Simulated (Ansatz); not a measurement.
Geometry optimisation of the cluster B6Pt⁺.

```yaml
crystal:
  periodic: [false, false, false]
  atoms:
    - {symbol: Pt, position_ang: [0.372280, -1.932670, -0.616330]}
    - {symbol: B, position_ang: [0.913980, 0.784080, 0.908690]}
    - {symbol: B, position_ang: [0.221500, -0.607300, 1.037150]}
    - {symbol: B, position_ang: [0.740020, 1.932190, -0.059930]}
    - {symbol: B, position_ang: [-0.892650, -0.240240, -0.801320]}
    - {symbol: B, position_ang: [-1.146000, -1.090370, 0.476530]}
    - {symbol: B, position_ang: [-0.209130, 1.154310, -0.944770]}
basis:
  gaussian: {orbitals: def2-SVP}
total_charge: 1
magnetization: {spin_polarized: true, initial_magnetization: 1}
hamiltonian: {xc: r2scan, dispersion: d4}
scf: {lower_state_search: "off"}
output: {orbitals: {seedname: orbitals}}
relax: {f_tol: 0.02, max_steps: 100}
```

```sh
$ ansatz run in.yaml --threads 4 --pin off --events-out ev --progress --plain --max-ram 4787MiB
```

Output, abridged:

```
Functional definition: r2SCAN
  name "r2SCAN"
  cite "Furness, Kaplan, Ning, Perdew & Sun, J. Phys. Chem. Lett. 11, 8208 (2020) doi:10.1021/acs.jpclett.0c02405"
  cite "Furness, Kaplan, Ning, Perdew & Sun, J. Phys. Chem. Lett. 11, 9248 (2020) doi:10.1021/acs.jpclett.0c03077"
  parent r2scan
  parameter k0 = 0.174
  parameter k1 = 0.065
  parameter a1 = 4.9479
  exchange = r2scan_x(k0 = k0, k1 = k1, a1 = a1)
  correlation = r2scan_c
these checks for a lower state are left out or cut short: stability, starts, cluster_reference, orbital_swaps, neighbouring_geometries, increment
mean field -7285.65450835 eV, -267.7428647878 hartree, gradient 4.1e-6 eV, S^2 0.837513; 0 other end points of the search recorded, 0 dependent functions left out
the calculation of the forces begins
relax step   1: F+E_penalty+E_count = -7285.71939889 eV  Δ(F+E_penalty+E_count) = +0.000e0 eV  max|allowed force component| = 2.274e0 eV/Å  Δτ_max = 0.0000 Å  (47 SCF iters, accepted)
these checks for a lower state are left out or cut short: stability, starts, cluster_reference, orbital_swaps, neighbouring_geometries, increment
mean field -7285.92173907 eV, -267.7526853357 hartree, gradient 2.2e-6 eV, S^2 0.917447; 0 other end points of the search recorded, 0 dependent functions left out
the calculation of the forces begins
relax step   2: F+E_penalty+E_count = -7285.98647958 eV  Δ(F+E_penalty+E_count) = -2.671e-1 eV  max|allowed force component| = 8.347e-1 eV/Å  Δτ_max = 0.0896 Å  (47 SCF iters, accepted)
these checks for a lower state are left out or cut short: stability, starts, cluster_reference, orbital_swaps, neighbouring_geometries, increment
mean field -7285.98147343 eV, -267.7548805329 hartree, gradient 1.6e-6 eV, S^2 1.049504; 0 other end points of the search recorded, 0 dependent functions left out
the calculation of the forces begins
relax step   3: F+E_penalty+E_count = -7286.04016692 eV  Δ(F+E_penalty+E_count) = -5.369e-2 eV  max|allowed force component| = 7.651e-1 eV/Å  Δτ_max = 0.1166 Å  (42 SCF iters, accepted)
these checks for a lower state are left out or cut short: stability, starts, cluster_reference, orbital_swaps, neighbouring_geometries, increment
mean field -7286.00654635 eV, -267.7558019457 hartree, gradient 2.6e-6 eV, S^2 1.042766; 0 other end points of the search recorded, 0 dependent functions left out
the calculation of the forces begins
relax step   4: F+E_penalty+E_count = -7286.06616228 eV  Δ(F+E_penalty+E_count) = -2.600e-2 eV  max|allowed force component| = 1.511e-1 eV/Å  Δτ_max = 0.0350 Å  (37 SCF iters, accepted)
these checks for a lower state are left out or cut short: stability, starts, cluster_reference, orbital_swaps, neighbouring_geometries, increment
mean field -7286.00811148 eV, -267.7558594633 hartree, gradient 2.7e-6 eV, S^2 1.037779; 0 other end points of the search recorded, 0 dependent functions left out
the calculation of the forces begins
relax step   5: F+E_penalty+E_count = -7286.06803300 eV  Δ(F+E_penalty+E_count) = -1.871e-3 eV  max|allowed force component| = 2.105e-2 eV/Å  Δτ_max = 0.0078 Å  (32 SCF iters, accepted)
these checks for a lower state are left out or cut short: stability, starts, cluster_reference, orbital_swaps, neighbouring_geometries, increment
mean field -7286.00876012 eV, -267.7558833003 hartree, gradient 4.1e-6 eV, S^2 1.039956; 0 other end points of the search recorded, 0 dependent functions left out
the calculation of the forces begins
relax step   6: F+E_penalty+E_count = -7286.06866926 eV  Δ(F+E_penalty+E_count) = -6.363e-4 eV  max|allowed force component| = 3.555e-2 eV/Å  Δτ_max = 0.0189 Å  (33 SCF iters, accepted)
these checks for a lower state are left out or cut short: stability, starts, cluster_reference, orbital_swaps, neighbouring_geometries, increment
mean field -7286.00906788 eV, -267.7558946104 hartree, gradient 4.1e-6 eV, S^2 1.043386; 0 other end points of the search recorded, 0 dependent functions left out
the calculation of the forces begins
relax step   7: F+E_penalty+E_count = -7286.06890610 eV  Δ(F+E_penalty+E_count) = -2.368e-4 eV  max|allowed force component| = 1.921e-2 eV/Å  Δτ_max = 0.0145 Å  (32 SCF iters, accepted)
Total energy: -7286.06892196 eV, -267.7580942071 hartree
Atom 0 at     0.393743    -1.876372    -0.615929 Å, force     0.005835    -0.009206    -0.005487 eV/Å
Atom 1 at     0.865693     0.820043     0.854527 Å, force    -0.015647    -0.007151    -0.006506 eV/Å
Atom 2 at     0.166714    -0.629762     1.088322 Å, force     0.000831     0.017323    -0.005288 eV/Å
Atom 3 at     0.895773     2.038000    -0.133436 Å, force    -0.005558    -0.019206    -0.000303 eV/Å
Atom 4 at    -0.966875    -0.254275    -0.781236 Å, force     0.008299     0.015149     0.006696 eV/Å
Atom 5 at    -1.174792    -1.264093     0.458139 Å, force     0.009472     0.014226    -0.002749 eV/Å
Atom 6 at    -0.180255     1.166460    -0.870367 Å, force    -0.003232    -0.011136     0.013637 eV/Å
Dipole moment:    -0.023295     0.613824     0.137537 e Å
Checks for a lower state left out: stability, starts, cluster_reference, orbital_swaps, neighbouring_geometries, increment
```

Run time 14 s (4 threads of Intel Xeon 6975P-C on a shared host).

In the def2 sets Pt takes a core potential; there is no spin–orbit coupling. The charge 1 doublet is spin-contaminated (final ⟨S²⟩ up to 1.04, 0.75 for a pure state). Another isomer (doublet) lies 1.86 eV lower at PBE0-D4/def2-TZVP; other spin states weren't run for this one.
